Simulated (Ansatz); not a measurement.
Bonds to the group Y in Y-SnCl3. Isolated molecules, 0 K electronic values unless said otherwise. Each species was relaxed from one start; no search for lower structures was made at this level. In the def2 sets, heavy atoms carry core potentials. Strings in code marks are SMILES.

Quantity: electronic energy of homolysis of the metal–ligand bond (relaxed doublet parts, no counterpoise, zero-point or spin–orbit term), in eV.

Fragment left after the loss: `[Sn]([Cl])([Cl])[Cl]` (neutral, multiplicity 2). Bound species: allyl: `C=C[CH2][Sn]([Cl])([Cl])[Cl]` (C–C–C–Sn torsion 99°) (neutral, multiplicity 1), with this geometry (Å):

```xyz
12

C      2.0890    -0.2684    -0.1891
C      0.9075    -0.8631     0.0017
C     -0.3321    -0.5347    -0.7476
Sn    -1.5462     0.7779     0.4573
Cl    -0.5519     2.8877     0.5944
Cl    -3.7158     1.0806    -0.3634
Cl    -1.7382    -0.0396     2.6392
H      2.9610    -0.5418     0.4091
H      2.2254     0.5103    -0.9464
H      0.8118    -1.6239     0.7851
H     -0.1452     0.0227    -1.6772
H     -0.9653    -1.4077    -0.9632
```

Q: Predict the electronic energy of homolysis of the metal–ligand bond (relaxed doublet parts, no counterpoise, zero-point or spin–orbit term) from PBE-D3(BJ)/def2-TZVP // PBE0-D3(BJ)/def2-SVP (Ansatz, a program for electronic structure).

A: 2.12 eV.
